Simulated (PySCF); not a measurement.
TeC⁺: from constants to spectrum

ROHF-CCSD(T) constants of TeC⁺, doublet, unpaired electrons σ ↑ (basis Te x2c-SVPall, C x2c-SVPall; spin-free X2C with a Gaussian nucleus; PySCF 2.14; masses 129.9062 and 12.0000 u):

- ωe: 893.6 cm⁻¹
- ωexe: 4.89 cm⁻¹
- Be: 0.44005 cm⁻¹
- αe: 0.00299 cm⁻¹
- De to Te⁺ + C: 2.99 eV

Q: What force constant and bond length do these constants imply?

A: Reduced mass μred = 10.985 u; k = 5.8918×10⁻⁷·μred·ωe² (u, cm⁻¹, mdyn/Å) = 5.17 mdyn/Å; Re = √(16.8576/(μred·Be)) (u, cm⁻¹, Å) = 1.867 Å.

Q: Estimate the centrifugal constant D from the Kratzer relation and find the Dunham coefficient a1.

A: D = 4Be³/ωe² = 4.27e-07 cm⁻¹; a1 = −1 − αeωe/(6Be²) = -3.30.

Correlated steps freeze 19 core orbitals. Correlated levels converge slowly with the basis: in double zeta they bind strong bonds too weakly, by up to about 1 eV, and carry superposition errors of some tenths. These are scalar-relativistic numbers at best; spin–orbit coupling would shift them, the dissociation energy most. For an ion De counts to the pair picked by the measured ionisation energies or electron affinities, which need not be the lowest pair at this level. The state is the lowest determinant that a PBE0 search found; another state may lie lower at other levels.
